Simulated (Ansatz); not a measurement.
A nudged elastic band was laid between two geometries of AlCl3 + H2 (6 atoms, charge 0, multiplicity 1).

All numbers below come from RKS B3LYP/cc-pVDZ in Ansatz 0.2.0.

```
movable images  : 5
climbing image  : yes
spring          : 5.0 eV/Å²
optimiser       : quadratic models (default)
start path      : through a guess of the saddle point
force threshold : 0.05 eV/Å
iteration limit : 60
end points      : relaxed
```

First end point:

```xyz
6
Properties=species:S:1:pos:R:3
Al 0.007 0.176 0.209
Cl -0.003 0.820 2.223
Cl 1.832 0.052 -0.847
Cl -1.817 -0.033 -0.836
H 0.075 -2.246 0.506
H 0.050 -2.033 1.240
```

Last end point:

```xyz
6
Properties=species:S:1:pos:R:3
Al 0.027 -0.613 -0.425
Cl 0.016 -0.005 2.259
Cl 1.822 0.422 -0.945
Cl -1.821 0.324 -0.942
H 0.068 -2.150 -0.106
H 0.031 -1.245 2.655
```

**Question.** Which bonds break or form, and what moves?

**Answer.** Bonds broken: Al1–Cl2, H5–H6. Bonds formed: Al1–H5, Cl2–H6. AlCl3 + H2 becomes AlCl3H2.

**Question.** Give the energies along the band, and the barrier.

**Answer.** The run converged. The highest image is number 3 of 0 to 6, 1.35 eV above the first end and 0.32 eV above the last; the last end lies 1.03 eV above the first. A vibrational analysis at the climbing image gives one clearly imaginary mode, 724i cm⁻¹: a first-order saddle point. The orbitals stay closed-shell, which can raise the energy where a bond breaks towards radicals; this wasn't checked here.

```
image  path coordinate (Å)  energy (eV)  Al1–Cl2 (Å)  H5–H6 (Å)  Al1–H5 (Å)
    0                 0.00         0.00         2.11       0.77        2.44
    1                 0.50         0.09         2.13       0.77        2.20
    2                 1.00         0.66         2.24       0.85        1.88
    3                 1.50         1.35         2.46       1.24        1.66
    4                 1.95         1.19         2.67       1.76        1.59
    5                 2.40         1.07         2.71       2.31        1.57
    6                 2.84         1.03         2.75       2.91        1.57
```

**Question.** What is the geometry of the highest image?

**Answer.** 
```xyz
6
Properties=species:S:1:pos:R:3
Al 0.019 -0.443 -0.127
Cl 0.016 0.076 2.282
Cl 1.861 0.172 -0.972
Cl -1.849 0.103 -0.960
H 0.053 -1.925 0.614
H 0.044 -1.249 1.657
```

**Question.** What are the harmonic wavenumbers there?

**Answer.** 724i, 97, 125, 180, 426, 428, 451, 595, 954, 1055, 1434, 1803 cm⁻¹.

Run time: 72 s on 2 threads of Intel(R) Xeon(R) CPU @ 2.60GHz (Ice Lake), with other jobs on the host, peak memory 0.21 GiB.
